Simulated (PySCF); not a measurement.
# From computed data to an observable: refractive index and permittivity of the vapour

CH₅FO₂Si₂, SMILES O=CO[SiH2][SiH2]F.

Coordinates come from a B3LYP-D3(BJ)/def2-SVP optimisation. This is a generated structure with no PubChem entry under its InChIKey; it may be hypothetical. The values are those of a single conformer.

PySCF with B3LYP/def2-TZVP gives a mean static polarisability of 69.9 bohr³ and a dipole moment of 2.65 D. Take an ideal gas at 298.15 K and 0.1 bar, whether or not the substance is that volatile.

Q: Work out n − 1 in the optical limit and the static ε − 1.

A: 
Polarisability volume α' = 69.9 × 0.148185 = 10.36 Å³. Number density N = p/kT = 2.43e-6 Å⁻³.
Dilute limit of Lorentz–Lorenz: n − 1 = 2π N α' = 0.00016.
Orientation term of Debye: μ²/(3kT) = 8.098 Å³ × μ²(D²) = 56.87 Å³.
ε − 1 = 4π N (α' + μ²/3kT) = 0.0021. Orientation of the dipole supplies 85 % of the static response; it can't follow optical fields. Vibrational polarisation and dispersion are left out.
